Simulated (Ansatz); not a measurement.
## Cost against result

The pair of H$_{2}$ (SMILES [H][H], atoms 1–2) and Br$_{2}$ (SMILES BrBr, atoms 3–4), both closed shells, in one local arrangement (a lower one may exist), relaxed at PBE0-D4/def2-TZVP:

| atom | x (Å) | y (Å) | z (Å) |
| --- | --- | --- | --- |
| H1 | -0.0132 | -0.0251 | -1.4186 |
| H2 | -0.2787 | -0.0985 | -2.1124 |
| Br3 | -0.9469 | -0.2164 | 1.9357 |
| Br4 | 1.2388 | 0.3399 | 1.5955 |

Interaction energies are counterpoise-corrected; the time is that of the whole pair.

Ansatz 0.2.0; basis: as named in each row; cores frozen in the correlated methods. Filled d shells of the heavier atoms are correlated. The def2 sets are not built for correlating such inner shells, so the correlated values are less sure here. B3LYP uses VWN-RPA correlation. Extrapolation: Hartree–Fock as exp(−7.88 √X), correlation as X^−2.97.

Times are rough, for one single point on 2 threads of a shared host (Intel Xeon Platinum 8488C).

The estimate by CCSD(T) at an estimated basis limit (MP2 extrapolated from triple and quadruple zeta, plus CCSD(T) − MP2 in triple zeta) is -0.38 kcal/mol.

| method | basis | time (s) | interaction energy (kcal/mol) | method less estimate |
| --- | --- | --- | --- | --- |
| HF | STO-3G | under 1 | 0.30 | 0.68 |
| PBE-D4 | STO-3G | under 1 | -0.33 | 0.05 |
| SPW92 | def2-SVP | under 1 | -0.84 | -0.46 |
| PBE-D4 | def2-SVP | under 1 | -0.51 | -0.13 |
| B3LYP-D4 | 6-31G | under 1 | -0.16 | 0.22 |
| PBE0-D4 | def2-SVP | under 1 | -0.43 | -0.05 |
| PBE-D4 | def2-TZVPPD | 1 | -0.56 | -0.18 |
| revPBE-D4 | def2-TZVPPD | 1 | -0.28 | 0.10 |
| BLYP-D4 | def2-TZVPPD | 1 | -0.13 | 0.25 |
| CCSD(T) | def2-SVP | 2 | 0.07 | 0.45 |
| B3LYP-D4 | def2-TZVPPD | 2 | -0.25 | 0.13 |
| HSE06-D4 | def2-TZVPPD | 2 | -0.47 | -0.09 |
| wB97M-V | def2-SVP | 2 | -0.33 | 0.05 |
| PBE0-D4 | def2-TZVPPD | 3 | -0.45 | -0.07 |
| r2SCAN-D4 | def2-TZVPPD | 3 | -0.19 | 0.19 |
| B2PLYP | def2-TZVPPD | 4 | 0.03 | 0.41 |
| wB97X-V | def2-TZVPPD | 6 | -0.39 | -0.01 |
| wB97M-V | def2-TZVPPD | 6 | -0.34 | 0.04 |
| B97M-V | def2-TZVPPD | 6 | -0.40 | -0.02 |
| MP2 | def2-QZVPPD | 9 | -0.37 | 0.01 |
| CCSD(T) | def2-TZVPPD | 25 | -0.25 | 0.13 |

T1 diagnostic: at most 0.007.
